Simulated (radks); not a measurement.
Li2+, 1 electrons, occupied as 1s0.5 2s0.5 (fractional occupations, a model configuration).

Calculated with a radial shooting solver on a logarithmic mesh with Libxc functionals: non-relativistic Kohn-Sham, PBEsol, spin-polarised, spherical densities, point nucleus; open shells are filled with parallel spins first.

Energy parts (Ry):
part                     energy
total                  -5.70428
kinetic                 5.69328
electron-nucleus      -11.31266
Hartree                 0.88659
exchange-correlation   -0.97149

Orbitals (lengths in bohr, moments of r in powers of bohr):
orbital  occ.  eigenvalue (Ry)     <r>   <r^4>
1s up     0.5         -8.42447  0.4884  0.2588
2s up     0.5         -1.75851   2.097   42.83

The highest occupied level is 2s up at -23.926 eV. The density falls to 0.001 e/bohr^3 at r = 2.96 bohr. Virial ratio -V/T = 2.00193. Summed over all electrons, <r^2> = 2.716 bohr^2, which gives a Langevin (diamagnetic) susceptibility term of -2.15 x 10^-6 cm^3/mol. Spin moment in Bohr magnetons: 1.
